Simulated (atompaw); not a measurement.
Building the PAW (atompaw) potential for boron (PBEsol, non-relativistic).

atompaw 4.2.0.5 was run on this input:

```
B 5
GGA-PBESOL loggrid 1500 logderivrange -4 5 226
2 2 0 0 0 0
2 0 1
2 1 0
0 0 0
c
v
v
1
2.75 2.65 2.50 1.55
y
0.05
n
y
-0.8
n
custom polynom2 7 10 vanderbiltortho sinc
2 1 troulliermartins
1.45
1.45
2.75
2.75
PWSCFOUT
UPFDX 0.0125d0 UPFXMIN -7.d0 UPFZMESH 5.d0
END
```

Command:

```bash
atompaw < B.input > B.log
```

Output (summary file):

```
Completed calculations for B (AE)

 Exchange-correlation type: GGA, Perdew-Burke-Ernzerhof modified (PBEsol)

 Radial integration grid is logarithmic
 r0 =   1.4561695E-03 h =   7.2808477E-03   n =      1500 rmax =   8.0000000E+01

 Non-relativistic calculation

 AEatom converged in  19 iterations
   nz     =   5.00
   delta  =       2.281716815864E-17

 All Electron Orbital energies:
  n  l      occupancy      energy
  1  0      2.0000000E+00 -1.5431995E+01
  2  0      1.0000000E+00 -2.2982772E+00
  2  1      0.0000000E+00 -1.8572702E+00

 Total energy
   Total                    :      -46.46984260490962

 ---
 Completed calculations for B (SC)

 Exchange-correlation type: GGA, Perdew-Burke-Ernzerhof modified (PBEsol)

 Radial integration grid is logarithmic
 r0 =   1.4561695E-03 h =   7.2808477E-03   n =      1500 rmax =   8.0000000E+01

 Non-relativistic calculation

 SCatom converged in   1 iterations
   nz     =   5.00
   delta  =       2.318760502939E-19

 Valence Electron Orbital energies:
  n  l      occupancy      energy
   2  0      1.0000000E+00 -2.2982772E+00
   2  1      0.0000000E+00 -1.8572702E+00

 Total energy
   Total                    :      -46.46984260487022
   Valence                  :       -8.24322103475233

 PAW parameters:
       lmax =            1
         rc =    2.7670093186578661
        irc =         1038
   rc_shape =    2.6486722658686297
    rc_vloc =    2.4987203152002535
    rc_core =    1.5560816002709625
   Vloc: Norm-conserving Troullier-Martins with l= 2;e=   1.0000E+00
   Projector type: improved polynomial pseudization + Vanderbilt ortho.
   Sinc^2 compensation charge shape zeroed at   2.6487E+00

 Number of basis functions     4
 No.   n  nodes  l      Energy         Cp coeff         Occ
  1    2    1    0   -0.2298277E+01  0.1114240E+02  0.1000000E+01
  2  999    2    0    0.5000000E-01  0.4655947E+01  0.0000000E+00
  3    2    0    1   -0.1857270E+01  0.1565936E+02  0.0000000E+00
  4  999    1    1   -0.8000000E+00 -0.6806687E+01  0.0000000E+00

 Eigenvalues of overlap operator (in the basis of projectors):
    1        9.12296029E-01
    2        2.98886450E+00
    3        5.10520121E+02
    4        6.59968071E+05

 Orbital leakage outside PAW augmentation regions
   orb  is_core?  %out_of_sphere
   1 0    T           0.00
   2 0    F           6.34
   2 1    F           7.40

 Summary of PAW energies
   Total valence energy     :     -8.24322103896362
   Smooth energy            :      1.57952329282628
   One center               :     -9.82274433178990
   Smooth kinetic           :      0.81727559344881
   Vloc energy              :     -1.66763414225831
   Smooth exch-corr         :     -0.52852554428114
   One-center xc            :     -5.60602611909857
```

The run took about 0.44 s on one core of a shared server CPU.
